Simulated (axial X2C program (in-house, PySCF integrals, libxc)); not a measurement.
Potential curves of TiTe, 2c

All values were computed with an in-house relativistic program for diatomic molecules. Two-component (2c) means X2C with spin–orbit coupling and atomic mean-field two-electron Coulomb and Gaunt terms. Basis: Te dyall-cv3z [11s12p8d4f1g], Ti dyall-cv3z [10s10p6d4f2g] (cores contracted in-house); Gaussian nuclei, density fitting, unrestricted open shells. Masses: Te 129.906 u, Ti 47.948 u.

State: Ω = 1 (⟨Sz⟩ = -1.01, ⟨Lz⟩ = 2.01 at PBEsol). Energies in kJ/mol from the lowest point of each curve. Fits are polynomials in 1 − R0/R over 0.85 to 1.23 times the lowest point R0.

```tsv
R (Å)	PBEsol	PBE0
2.1237	95.00	103.50
2.2213	37.19	42.07
2.2945	13.38	16.17
2.3678	1.99	3.18
2.4410	0.00	0.00
2.5264	6.35	5.41
2.6119	19.21	17.75
2.7217	41.74	40.08
2.8560	74.00	72.51
3.0512	123.09
```

The state is a single determinant with fixed occupations, the lowest that a limited PBE0 search found. Density functionals use the spin component along the axis (collinear). Without a current term, density functionals place determinants with orbital angular momentum somewhat too high. With several unpaired electrons one determinant need not be a pure state. The determinant is spin-polarised beyond a pure state at some levels (its spin-free form has ⟨S²⟩ too high), which makes Re and μ there less reliable. The stretched end of a curve changes character and is left out.

Task: What are Re and ωe at the PBEsol level?

Result: At PBEsol, 2c: Re = 2.422 Å, ωe ≈ 335 cm⁻¹; Be follows as 0.082 cm⁻¹.

Task: Fit the PBE0 curve near its minimum: give the equilibrium distance and the harmonic wavenumber.

Result: At PBE0, 2c: Re = 2.433 Å, ωe ≈ 336 cm⁻¹; Be follows as 0.0813 cm⁻¹.
